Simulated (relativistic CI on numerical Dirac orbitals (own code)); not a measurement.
# L2,3 absorption of manganese in several valence states

Computed multiplet spectra 2p⁶3dⁿ → 2p⁵3dⁿ⁺¹ (Dirac-Coulomb-Breit ions, Slater integrals scaled by 0.8, an assumed crystal field that grows with the charge, no charge transfer; 300 K; Lorentzian 0.4 eV and Gaussian 0.3 eV FWHM at both edges, so that L2 comes out sharper than in experiment). Peaks over 5 % are given in eV from the highest peak in the L3 region of each spectrum (height, largest 100). S of the lowest state is read from ⟨S²⟩, and the branching ratio is the share of L3, cut at the minimum between the edges.

Field parameters in Wybourne normalisation: Td as Oh with Dq negative (B⁴₀ = 21Dq, B⁴₄ = √(5/14) B⁴₀). The field is a parameter set, without covalency.

- Mn²⁺ (d5, Td, 10Dq = -6200 cm⁻¹): S = 2.50, high spin, branching ratio 0.76; peaks -1.7 (11), 0.0 (100), 1.2 (39), 3.7 (12), 9.7 (11), 10.4 (16), 12.1 (24)
- Mn⁴⁺ (d3, Td, 10Dq = -9800 cm⁻¹): S = 1.50, branching ratio 0.62; peaks -2.4 (19), 0.0 (100), 0.5 (99), 1.2 (75), 2.0 (61), 3.6 (28), 7.2 (33), 8.3 (28), 9.2 (35), 10.8 (42), 11.7 (42)
- Mn⁵⁺ (d2, Td, 10Dq = -11600 cm⁻¹): S = 1.00, branching ratio 0.51; peaks -2.4 (12), 0.0 (100), 2.1 (14), 3.1 (26), 6.7 (12), 8.3 (44), 8.9 (35), 11.0 (61)

Question: What spin state follows for Mn³⁺ in Td, 10Dq = -8000 cm⁻¹, and does its branching ratio lie nearer 2/3 or nearer 0.8?

Answer: Mn³⁺ (d4, Td, 10Dq = -8000 cm⁻¹): S = 2.00, high spin, branching ratio 0.67; peaks -4.3 (6), -3.3 (9), 0.0 (100), 0.7 (92), 5.1 (8), 6.5 (29), 7.7 (24), 9.1 (20), 11.1 (39). High-spin states, above all those with an unquenched orbital moment, raise the ratio above the statistical 2/3; low spin and nearly empty shells keep it near or below 2/3.

The centroid of the whole edge, which also moves with the branching ratio, lies at 645.3 (Mn²⁺), 648.3 (Mn³⁺), 652.4 (Mn⁴⁺), 657.8 (Mn⁵⁺) eV in this ionic model, in steps of 3.0 to 5.4 eV. Compounds show about 1 to 2 eV a unit and lower energies for the high valences, since ligands screen the charge. The multiplet shape follows the d count and the spin state, and so serves as a fingerprint of valence.
